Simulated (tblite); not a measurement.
Species: C7H11ClO.
Numbering: `[CH3:1][C@@H:2]1[CH2:3][CH2:4][CH2:5][C@@H:6]1[C:7](=[O:8])[Cl:9]` (hydrogens: H10, H11, H12 on C1; H13 on C2; H14, H15 on C3; H16, H17 on C4; H18, H19 on C5; H20 on C6)

Structure optimised with GFN2-xTB, isolated species.

Question: Give the optimised bond lengths and angles.

Answer: 
| bond | length (bohr) |
| --- | --- |
| C1–C2 | 2.874 |
| C2–C3 | 2.887 |
| C3–C4 | 2.895 |
| C4–C5 | 2.911 |
| C5–C6 | 2.909 |
| C6–C7 | 2.824 |
| C7=O8 | 2.237 |
| C7–Cl9 | 3.367 |
| C2–C6 | 2.928 |
| C1–H10, C1–H11, C1–H12 | 2.056 |
| C2–H13 | 2.069 |
| C3–H14 | 2.058 |
| C3–H15 | 2.060 |
| C4–H16 | 2.060 |
| C4–H17 | 2.056 |
| C5–H18 | 2.059 |
| C5–H19 | 2.058 |
| C6–H20 | 2.060 |

Bonds in one row agree within 0.02 bohr and their mean is given. A selection of angles:
| angle | degrees |
| --- | --- |
| C1–C2–C3 | 114.0 |
| C1–C2–C6 | 114.9 |
| C3–C2–C6 | 102.6 |
| C2–C3–C4 | 104.7 |
| C3–C4–C5 | 106.0 |
| C4–C5–C6 | 106.5 |
| C5–C6–C7 | 110.3 |
| C2–C6–C5 | 103.3 |
| C2–C6–C7 | 109.9 |
| C6–C7–O8 | 128.8 |
| C6–C7–Cl9 | 112.2 |
| O8–C7–Cl9 | 119.0 |

Torsions: C1–C2–C3–C4 -164° (antiperiplanar); C2–C3–C4–C5 23° (synperiplanar); C3–C4–C5–C6 1° (synperiplanar); C4–C5–C6–C7 92° (anticlinal); C5–C6–C7–O8 -32° (synclinal); C1–C2–C6–C5 164° (antiperiplanar).

The 7 C–C bonds span 1.494 Å (C6–C7, drawn single) to 1.550 Å (C2–C6, drawn single), a spread of 0.056 Å. Of the pairs four or more bonds apart, C7···H11 is among the closest relative to their van der Waals radii: 2.64 Å, 91 % of the sum of Bondi's values. The 5-membered ring C2–C3–C4–C5–C6 has internal angles of 102.6° to 106.5° (sum 523°, against 540° for a flat polygon); it is puckered, 0.18 Å rms from its mean plane, widest ring torsion 40°.

Point group: C1 (no symmetry element, even within 0.4 Å). GFN2-xTB frequencies show an imaginary mode (42i cm⁻¹), so the point is no minimum at that level. 3 starts were optimised and ended at 0.00, 0.01 and 0.61 kcal/mol (GFN2-xTB); the lowest of these is shown.

The numbers are calculated, not measured.
